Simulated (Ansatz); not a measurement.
Energy needed to pull apart GeH4SO (SMILES O[S][GeH3]), closed shell, into free ground-state atoms, from the structure below (displaced at random from a GFN2-xTB minimum); no zero-point or spin–orbit terms; open-shell atoms are treated unrestricted, in their ground-state multiplicity.

| atom | x (Å) | y (Å) | z (Å) |
| --- | --- | --- | --- |
| O1 | -0.5128 | -1.8413 | 0.1179 |
| S2 | -1.2425 | -0.5013 | 0.6118 |
| Ge3 | 0.5840 | 0.8535 | 0.0624 |
| H4 | -1.0230 | -2.5085 | -0.4011 |
| H5 | 0.5920 | 0.8691 | -1.3947 |
| H6 | 0.0354 | 2.4531 | 0.2848 |
| H7 | 1.6992 | 0.4846 | 0.6148 |

Program: Ansatz 0.2.0. Basis: def2-TZVPP. Cores are frozen in the correlated methods. Filled d shells of the heavier atoms are correlated. The def2 sets are not built for correlating such inner shells, so the correlated values are less sure here.

```json
{"method": "PBE-D4", "atomization energy (kcal/mol)": "?"}
{"method": "r2SCAN-D4", "atomization energy (kcal/mol)": "?"}
{"method": "PBE0-D4", "atomization energy (kcal/mol)": "422.1"}
{"method": "HSE06-D4", "atomization energy (kcal/mol)": "422.4"}
{"method": "LC-wPBE", "atomization energy (kcal/mol)": "419.9"}
{"method": "wB97M-V", "atomization energy (kcal/mol)": "428.9"}
{"method": "HF", "atomization energy (kcal/mol)": "268.6"}
{"method": "MP2", "atomization energy (kcal/mol)": "418.5"}
{"method": "CCSD", "atomization energy (kcal/mol)": "408.0"}
{"method": "CCSD(T)", "atomization energy (kcal/mol)": "416.3"}
```

Q: What does PBE-D4 give? (Judge from chemistry; the value comes from the calculation.)

A: The calculation gives: 433.5 kcal/mol, which is about 17.2 kcal/mol more than CCSD(T)/def2-TZVPP.

Q: What does r2SCAN-D4 give? (To be estimated.)

A: Computed: 429.5 kcal/mol, which is about 13.2 kcal/mol more than CCSD(T)/def2-TZVPP.

In triple zeta the MP2 and coupled-cluster atomization energies are still short of their basis limit by a few kcal/mol a bond, whereas those of the functionals are nearly converged, so these differences are not deviations from converged CCSD(T).

T1 diagnostic: at most 0.013.

For scale, one of the runs: CCSD(T)/def2-TZVPP forces, 177 basis functions (an equivalent command: `ansatz run in.yaml --threads 4`). The run took 3.5 min on 4 CPU threads (shared host), with 3 GiB of host memory at its peak.
